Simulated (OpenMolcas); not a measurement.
Pt2+ in a ligand field

Pt2+ with 6 ligands (chloride, fluoride on the axis) in tetragonal octahedral coordination (D4h) at 2.56 Å, the axial distance 2.109 Å. A charge of +0.667 e stands 3.2 Å behind each ligand. Ligand basis ANO-RCC-VDZP.

```json
{
  "Program": "OpenMolcas 26.06",
  "Method": "SS-CASPT2, IPEA 0.25 Eh, imaginary shift 0.1 Eh (closed shells correlated: 5s 5p and the ligand valence shells)",
  "Basis": "ANO-RCC-VDZP [7s6p4d2f]",
  "Scalar Hamiltonian": "DKH2, point nucleus",
  "Active space": "8 electrons in 5 orbitals (5d)",
  "State averaging": "2S+1 = 3 even, 10 roots; 2S+1 = 1 even, 15 roots",
  "Spin-orbit coupling": "RASSI with atomic mean-field integrals over the reference wave functions"
}
```

The lowest spin-free states (labels of D4, the rotations of D4h), above the lowest:

```csv
State,Degeneracy,E (cm-1)
3B1,1,0
1A1,1,2730
1B1,1,9040
3E,2,11740
3B2,1,11800
1E,2,17880
3E,2,18750
1A1,1,21060
1B2,1,21690
3A2,1,22990
1E,2,26100
3A2,1,30240
3E,2,30790
1A2,1,31700
1B1,1,35860
1B2,1,36040
1E,2,39690
1A1,1,39820
1A1,1,53650
```

The lowest levels with spin-orbit coupling:

```tsv
E (cm-1)	Degeneracy	Label	2S+1	g
0	1	B2	3	
31	2	E	3	0.00 0.00 5.28
1970	1	A1	1 (78 %)	
7230	1	B1	1 (54 %)	
9620	1	B1	3 (76 %)	
9810	2	E	3	0.00 0.00 0.26
12500	1	B2	3 (86 %)	
13730	1	A1	3 (90 %)	
14070	1	A2	3	
16160	1	A1	3 (74 %)	
16210	2	E	3 (80 %)	0.00 0.00 0.07
17800	1	B1	3	
18420	1	A2	3	
20220	2	E	3 (56 %)	0.00 0.00 0.79
22370	1	A1	1 (52 %)	
22790	2	E	3 (82 %)	0.00 0.00 1.54
23110	1	B2	1 (65 %)	
25500	1	B2	3	
25690	2	E	3 (72 %)	0.00 0.00 0.05
26950	1	B1	3 (74 %)
```

Powder χT (cm3 K/mol): 0.162 at 2 K, 0.801 at 10 K, 1.7 at 50 K, 1.77 at 100 K, 1.8 at 200 K, 1.82 at 300 K. The effective moment at 300 K is 2.828 √(χT) = 3.81 μB.

The lowest level has 2S+1 = 3, for which the spin-only value is χT = S(S+1) / 2 = 1.000 cm3 K/mol (g = 2). The computed 1.815 at 300 K differs by +0.815, through orbital momentum, spin-orbit coupling and any other state in reach.

Over all roots computed the reference weight is 0.67 to 0.68; a low but even weight reflects the number of correlated electrons. Real 4d8 and 5d8 ions are as a rule square planar and diamagnetic. This shell can be high or low spin here, a state of another spin lies low, and with metal d orbitals alone active their balance is uncertain, so the ground spin may be wrong. The least metal-like active orbital is 83 % on the metal (Löwdin) and no ligand orbital is active, so the numbers are rough. Ligand-to-metal charge-transfer states are missing. With no ligand orbital active B as a rule stays too high, so bands that hang on it stand too high and its fall with covalency is understated. With one d shell and no ligand orbital active, 10Dq can be off by a tenth or more. No measured value stands beside these numbers; the geometry is a model, was not optimised and need not be the one that this ion takes.

The CASPT2 steps took 63 s on 1 thread of Arm Neoverse V2 (shared host); the integral step is not counted.

With an even number of electrons the g values are those of a degenerate or nearly degenerate non-Kramers pair.
